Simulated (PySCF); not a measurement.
Below is a simulated gas-phase Si 2p photoelectron spectrum of `CC[As]([SiH3])[SiH3]`.

Every computed line was given a Gaussian of 0.5 eV full width at half maximum and an area set by the number of equivalent atoms (split 2:1 within a doublet); the highest printed point is 100. The calculation used delta-SCF UKS SCAN, pcX-2 on the ionised atom, pcseg-1 elsewhere, spin-free X2C (PySCF 2.14.0).

binding energy (eV), intensity and a bar:
```
    105.7          0 
    105.8          1 
    105.9          4 #
    106.0         11 ###
    106.1         26 ########
    106.2         51 ###############
    106.3         80 ########################
    106.4         99 ##############################
    106.5        100 ##############################
    106.6         83 #########################
    106.7         61 ##################
    106.8         48 ##############
    106.9         47 ##############
    107.0         51 ###############
    107.1         51 ###############
    107.2         42 #############
    107.3         28 #########
    107.4         15 #####
    107.5          7 ##
    107.6          2 #
    107.7          1 
    107.8          0
```

**Question.** How many maxima does the curve show, and how many computed lines lie under it?

**Answer.** The curve has 2 maxima (at 106.5 and 107.0 eV). Under it lie 2 lines from 1 inequivalent silicon site, drawn as a 2p3/2, 2p1/2 pair.

**Question.** Decompose the envelope and assign each component. Numbering: `[CH3:1][CH2:2][As:3]([SiH3:4])[SiH3:5]`.

**Answer.** 
| position (eV) | relative area | line | atoms | environment |
| --- | --- | --- | --- | --- |
| 106.45 | 1.33 | Si 2p3/2 | Si4/Si5 | SiH3 silicon |
| 107.07 | 0.67 | Si 2p1/2 | Si4/Si5 | SiH3 silicon |

**Question.** What are the centre and the root-mean-square width of the whole band?

**Answer.** The area-weighted mean of the lines is 106.66 eV. Their own spread about it is 0.29 eV (rms) and each Gaussian has σ = 0.5/2.355 = 0.21 eV; the variances add, which gives 0.36 eV.

The curve has no shake-up lines and no vibrational structure. One atom of each set of topologically equivalent atoms was ionised and stands for the set; in this conformer not all members are related by symmetry, and their own values weren't computed. The 2p values aren't plain energy differences: one relaxed spin-free 2p hole is combined with a matrix within the shell (ground-state 2p orbital-energy differences and spin–orbit coupling). 2p3/2, the mean of its two sublevels, lies a third of the splitting below the shell's mean and 2p1/2 two thirds above it; the statistical areas are 2:1. 2p1/2 minus 2p3/2 (ligand field included): Si 0.62 eV. Geometry: PBE0-D3(BJ)/def2-SVP, one conformer, isolated molecule.

Shape of the structure used: `[CH3:1][CH2:2][As:3]([SiH3:4])[SiH3:5]`: C1–C2–As3–Si4 75°.
